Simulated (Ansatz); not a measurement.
System: sum formula SiBr$_{2}$Cl, charge 0, multiplicity 2. It need not be the lowest isomer of its formula. 
Structure (B3LYP-D3(BJ)/def2-TZVP (Ansatz, an electronic-structure program) minimum search):
```
Si
Cl 1 2.0607
Br 1 2.2341 2 109.41
Br 1 2.2341 2 109.41 3 -120.93
```
Charge 0, spin multiplicity 2.

Total electronic energies in hartree. Valence correlation only, unless marked. UHF or UKS for open shells. No spin-orbit coupling. Frozen are the shells of the preceding noble gas and the d and f shells that filled before the atom's block. No relativistic terms. CBS(X,Y): correlation extrapolated as X^-3; Hartree-Fock from the larger set. [CCSD(T)-MP2]/basis is that difference in the basis named.

```tsv
level	program	energy (Eh)
PBE/def2-TZVPD	Ansatz	-5897.03158
PBE-D3(BJ)/def2-TZVPD	Ansatz + dftd3	-5897.03801
BLYP-D4/def2-TZVPD	Ansatz + dftd4	-5898.19778
revPBE/def2-TZVPD	Ansatz	-5897.54919
B97M-V/def2-TZVPD	Ansatz	-5897.01512
PBE0/def2-TZVPD	Ansatz	-5897.27069
BHLYP-D4/def2-TZVPD	Ansatz + dftd4	-5898.12796
r2SCAN0-D4/def2-TZVPD	Ansatz + dftd4	-5898.04678
HSE06-D3(BJ)/def2-TZVPD	Ansatz + dftd3	-5897.27183
HSE06-D4/def2-TZVPD	Ansatz + dftd4	-5897.27199
HSE06/def2-TZVPD	Ansatz	-5897.26602
LC-wPBE-D4/def2-TZVPD	Ansatz + dftd4	-5897.20718
B2PLYP/def2-TZVPD	Ansatz	-5897.04859
PBE-QIDH/def2-TZVPD	Ansatz	-5896.39859
MP2/STO-3G	Ansatz	-5829.67179
MP2/6-31G*	Ansatz	-5893.14299
MP2/def2-TZVPP	Ansatz	-5894.00396
MP2/def2-QZVPP	Ansatz	-5894.18825
SCS-MP2/STO-3G	Ansatz	-5829.67392
SCS-MP2/def2-QZVPP	Ansatz	-5894.18050
CCSD(T)/6-31G*	Ansatz	-5893.19265
RI-MP2/CBS(def2-TZVPP,def2-QZVPP)+[CCSD(T)-MP2]/def2-TZVPP	Ansatz	-5894.3098
CCSD(T)/CBS(def2-TZVPP,def2-QZVPP)	Ansatz	-5894.3129
```

Totals of different functionals don't rank their quality; only differences between species are comparable.
